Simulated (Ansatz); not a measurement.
TiCl3, SMILES [Ti]([Cl])([Cl])[Cl] (connectivity only; charge and spin as stated), neutral, multiplicity 2.

Geometry: PBE0-D3(BJ)/def2-SVP. The spin state was assumed, not searched. The isomer is the one that the SMILES or the coordinates give; other isomers of the formula were not compared.

Two levels are set side by side: PBE/def2-SVPD (Ansatz, an electronic-structure program) and PBE0/def2-SVPD (Ansatz). Energy differences of separate SCF runs at the same geometry; the states with an electron removed or added have multiplicity 1 and 3. Differences are taken from unrounded values.

| quantity | PBE |
|---|---|
| vertical ionisation energy (eV) | 8.71 |
| vertical electron affinity (eV) | 1.48 |

Question: These are the PBE values. What does PBE0 give? (The exact figures need the calculation; the answer reports its results.)

Answer: 
| quantity | PBE0 | PBE minus PBE0 |
|---|---|---|
| vertical ionisation energy (eV) | 9.50 | -0.79 |
| vertical electron affinity (eV) | 1.83 | -0.36 |
